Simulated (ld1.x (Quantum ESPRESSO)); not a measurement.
**nitrogen: one change to a TM potential, before and after**

- Element: N (Z = 7)
- Generator: ld1.x (Quantum ESPRESSO) 7.5
- Type: norm-conserving Troullier–Martins (Kleinman–Bylander form)
- Functional: PBE
- Relativity: scalar-relativistic
- Frozen core: [He]
- Valence charge: 5
- Reference configuration: 2s2 2p3
- Partial waves: 2s (bound): rc 1.05 bohr; 2p (bound): rc 1.50 bohr
- Local potential: the p channel
- Core correction: a·sin(br)/r model core, default radius (core density twice the valence density)

Change: all radii but the core radius scaled by about 1.13 (s 1.18, p 1.70 bohr).

Cutoffs: the cutoffs (Ry, on a coarse ladder) from which the occupation-weighted sum of valence levels, in a spherical-Bessel basis at the reference potential, stays within 10 and 1 mRy of its value at 400 Ry; they do not see the model core or the augmentation charge, which bear on the density cutoff. Errors are all-electron minus pseudo energies relative to the spin-unpolarised reference configuration.

Q: How do hardness, ghosts and transferability respond?

A: The potential gets softer (55 Ry and 120 Ry → 45 Ry and 100 Ry); of the 7 tests that both files solve, the error grows in 5 and shrinks in 2 by more than 15 % and 0.3 meV (median size 31.0 → 54.6 meV); neither file shows a bound ghost. A larger radius leaves more room for a smooth pseudo-wave, so fewer plane waves are needed.

| quantity | base | changed |
| --- | --- | --- |
| cutoff, loose | 55 Ry | 45 Ry |
| cutoff, tight | 120 Ry | 100 Ry |
| loose cutoff by channel (10 mRy a level) | s 40 Ry, p 45 Ry | s 35 Ry, p 35 Ry |
| bound ghosts | none | none |
| error for 2s2 2p2, meV [ΔE 13.59 eV] | +3.7 | +6.8 |
| error for 2s2 2p1, meV [ΔE 42.45 eV] | +98 | +166 |
| error for 2s2 2p0, meV [ΔE 89.53 eV] | +572 | +913 |
| error for 2s1 2p4, meV [ΔE 11.51 eV] | +7.4 | +4.4 |
| error for 2s1 2p0, meV [ΔE 167.35 eV] | +973 | +1492 |
| error for 2s1 2p3, meV [ΔE 25.37 eV] | -26 | -55 |
| error for 2s0 2p5, meV [ΔE 23.04 eV] | +31 | +19 |
